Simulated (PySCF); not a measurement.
All of these have the formula C6H9N3. Method used: TDDFT CAM-B3LYP/def2-SVPD, vertical, gas phase, core orbitals frozen in the response in PySCF. Geometries: PBE0-D3(BJ)/def2-SVP; one conformer of each isolated species. Triplets are in the Tamm–Dancoff approximation.

A. `C=CN1C=C(CC)N=N1`
B. `CCc1cc(C)nnn1`
C. `C=Cn1c(C)nnc1C`
D. `C(n1nnc(C)c1)C=C`

Lowest singlet levels (six at most, fewer where fewer were computed) with oscillator strengths:

1. 3.67 eV (f 0.005); 4.28 eV (f 0.000); 4.30 eV (f 0.000); 4.79 eV (f 0.005); 5.83 eV (f 0.000); 6.44 eV (f 0.011); T1 2.70 eV
2. 5.80 eV (f 0.006); 6.35 eV (f 0.101); 6.77 eV (f 0.005); 7.04 eV (f 0.018); 7.13 eV (f 0.115); 7.16 eV (f 0.047); T1 4.38 eV
3. 5.28 eV (f 0.005); 5.60 eV (f 0.421); 6.07 eV (f 0.059); 6.96 eV (f 0.046); 7.05 eV (f 0.003); 7.15 eV (f 0.006); T1 3.74 eV
4. 5.49 eV (f 0.000); 5.81 eV (f 0.077); 6.07 eV (f 0.377); 6.69 eV (f 0.015); 6.91 eV (f 0.028); 6.95 eV (f 0.006); T1 3.95 eV

Question: Match each spectrum to its molecule.

Answer: 1 = B, 2 = D, 3 = A, 4 = C.
- A: S1 at 5.28 eV, HOMO-2→LUMO (85%); Löwdin shares by element: HOMO carbon 46% or more, nitrogen 14% or more (atoms not listed hold the other 40%); LUMO carbon 47% or more, nitrogen 16% or more (atoms not listed hold the other 38%); HOMO -8.46 and LUMO -0.13 eV.
- B: S1 at 3.67 eV, HOMO→LUMO (97%); Löwdin shares by element: HOMO nitrogen 85%, carbon 5% or more; LUMO nitrogen 42% or more, carbon 31% or more (atoms not listed hold the other 27%); HOMO -8.44 and LUMO -0.61 eV.
- C: S1 at 5.49 eV, HOMO-1→LUMO (82%), HOMO-1→LUMO+4 (10%); Löwdin shares by element: HOMO carbon 40% or more, nitrogen 39% or more (atoms not listed hold the other 21%); LUMO carbon 63% or more (atoms not listed hold the other 37%); HOMO -8.51 and LUMO 0.13 eV.
- D: S1 at 5.80 eV, HOMO-1→LUMO+1 (58%), HOMO-1→LUMO (17%), HOMO-1→LUMO+2 (8%); Löwdin shares by element: HOMO carbon 48% or more, nitrogen 30% or more (atoms not listed hold the other 22%); LUMO carbon 62% or more, hydrogen 12% or more (atoms not listed hold the other 26%); HOMO -8.49 and LUMO 0.65 eV.
